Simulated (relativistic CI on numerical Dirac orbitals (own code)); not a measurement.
## What each ingredient does to the levels of Tl⁷⁸⁺

Base calculation: Dirac-Coulomb-Breit CI, KLI orbitals optimised for each configuration, a model potential for QED, unscaled Slater integrals.

Configuration list (outside the closed core 1s2): 2s, 2p, 3s, 3p, 3d, 4s, 4p, 4d, 4f, 5s, 5p, 5d, 5f, 5g. Levels of other configurations are missing.

Variants: (1) QED terms removed. Shifts of the energy above 2s 2S_1/2, in eV, for the lowest level and the first level of each name with at least 55 % of one term (blank where a level changes its place among those of its configuration and J or its character, or is not in the variant):

```tsv
Level	Base	Δ(1)
2s 2S_1/2	0.0	0.0
2p 2P°_1/2	227.3	+25.8
2p 2P°_3/2	2506.2	+24.4
3s 2S_1/2	13770.5	+21.1
3p 2P°_1/2	13831.1	+28.8
3p 2P°_3/2	14511.4	+28.3
3d 2D_3/2	14523.5	+29.8
3d 2D_5/2	14708.7	+29.5
4s 2S_1/2	18466.8	+26.2
4p 2P°_1/2	18491.1	+29.4
4p 2P°_3/2	18775.7	+29.2
4d 2D_3/2	18780.9	+29.8
4d 2D_5/2	18859.6	+29.6
4f 2F°_5/2	18859.7	+29.9
4f 2F°_7/2	18897.5	+29.8
5s 2S_1/2	20594.0	+28.0
5p 2P°_1/2	20606.1	+29.6
5p 2P°_3/2	20750.5	+29.5
5d 2D_3/2	20753.2	+29.8
5d 2D_5/2	20793.5	+29.7
5f 2F°_5/2	20793.6	+29.8
5g 2G_7/2	20813.0	+29.8
```

At this charge energies of transitions that change n are usually good to better than 1 %, and those within a shell (Δn = 0) to a few per cent.

Ionisation energy from the two ground configurations alone: base 24232.3 eV; QED terms removed 24262.2 eV. The NIST ASD value (theoretical) is 24234.1 eV.
